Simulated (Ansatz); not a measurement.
Basis-set series for C₂H₈GeS (`C[S][GeH2][CH3]`). The species carries charge 0 and has multiplicity 1. All single points use the PBE0-D4/def2-TZVP geometry. It is one conformer, not always the lowest.

| atom | x (Å) | y (Å) | z (Å) |
| --- | --- | --- | --- |
| C1 | 1.425 | 1.441 | -0.464 |
| S2 | 1.550 | 0.316 | 0.954 |
| Ge3 | 0.074 | -1.220 | 0.335 |
| C4 | -1.732 | -0.481 | 0.279 |
| H5 | 2.158 | 2.232 | -0.304 |
| H6 | 1.663 | 0.928 | -1.397 |
| H7 | 0.436 | 1.894 | -0.532 |
| H8 | 0.189 | -2.339 | 1.383 |
| H9 | 0.473 | -1.750 | -1.058 |
| H10 | -2.444 | -1.256 | -0.010 |
| H11 | -2.004 | -0.094 | 1.261 |
| H12 | -1.789 | 0.330 | -0.448 |

| functional | basis | functions | energy (Eh) | HOMO (eV) | LUMO (eV) |
| --- | --- | --- | --- | --- | --- |
| PBE0-D4 | def2-SVP | 118 | -2555.30284 | -6.51 | 0.89 |
| PBE0-D4 | def2-QZVPP | 513 | -2555.85622 | -6.64 | 0.25 |
| ωB97M-V | def2-SVP | 118 | -2555.59294 | -8.67 | 2.81 |
| ωB97M-V | def2-QZVPP | 513 | -2556.15016 | -8.83 | 1.60 |

(1) Give the rows for def2-TZVPP. (An estimate is asked.)

Results:

(1) The calculation gave: 
```tsv
functional	basis	functions	energy (Eh)	HOMO (eV)	LUMO (eV)
PBE0-D4	def2-TZVPP	264	-2555.79450	-6.61	0.49
ωB97M-V	def2-TZVPP	264	-2556.08989	-8.81	2.23
```

Positive LUMOs are unbound and depend on the basis. Scalar relativity is left out up to krypton.

Computed with Ansatz.
